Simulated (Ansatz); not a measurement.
# Pulling the pair apart

The pair of OH⁻ (SMILES [OH-], atoms 1–2) and HBr (SMILES Br, atoms 3–4), both closed shells, in one local arrangement (a lower one may exist), relaxed at PBE0-D4/def2-TZVPD:

```xyz
4
angstrom
O -0.0851 0.6039 -1.4336
H 0.3175 -0.1714 -1.8377
Br -0.1045 -0.0323 0.9112
H -0.1280 -0.4001 2.3601
```

HBr is shifted rigidly along the line between the mean atom positions of the two fragments (negative: closer). Counterpoise interaction energies in kcal/mol. Computed with Ansatz 0.2.0 (basis: def2-TZVPPD); correlated methods freeze the cores. Filled d shells of the heavier atoms are correlated. The def2 sets are not built for correlating such inner shells, so the correlated values are less sure here. B3LYP uses VWN-RPA correlation.

| shift (Å) | B3LYP-D4 | PBE-D4 | PBE0-D4 |
| --- | --- | --- | --- |
| -0.24 | -11.52 | -15.16 | -13.62 |
| -0.12 | -14.29 | -17.63 | -15.76 |
| 0.00 | -15.37 | -18.45 | -16.34 |
| 0.12 | -15.38 | -18.24 | -15.97 |
| 0.29 | -14.40 | -17.03 | -14.60 |
| 0.61 | -11.46 | -13.86 | -11.28 |
| 1.21 | -6.35 | -8.70 | -6.06 |
| 2.43 | -1.78 | -4.49 | -1.53 |

(1) What does CCSD(T) give at these shifts? (Judge from chemistry; the value comes from the calculation.)

No T1 diagnostic of these runs exceeds 0.017.

## Answers

(1) The calculation gives: -7.15, -10.14, -11.46, -11.74, -11.14, -8.87, -4.78, -1.11 kcal/mol. For zero shift, CCSD(T) at an estimated basis limit (MP2 extrapolated from triple and quadruple zeta, plus CCSD(T) − MP2 in triple zeta) gives -12.87 kcal/mol. These are counterpoise interaction energies, counted from the two frozen fragments.

For scale, one of the runs: CCSD(T)/def2-TZVPPD, 131 basis functions (an equivalent command: `ansatz run in.yaml --threads 2`). The run took about 7.5 s on 2 CPU threads (shared host).
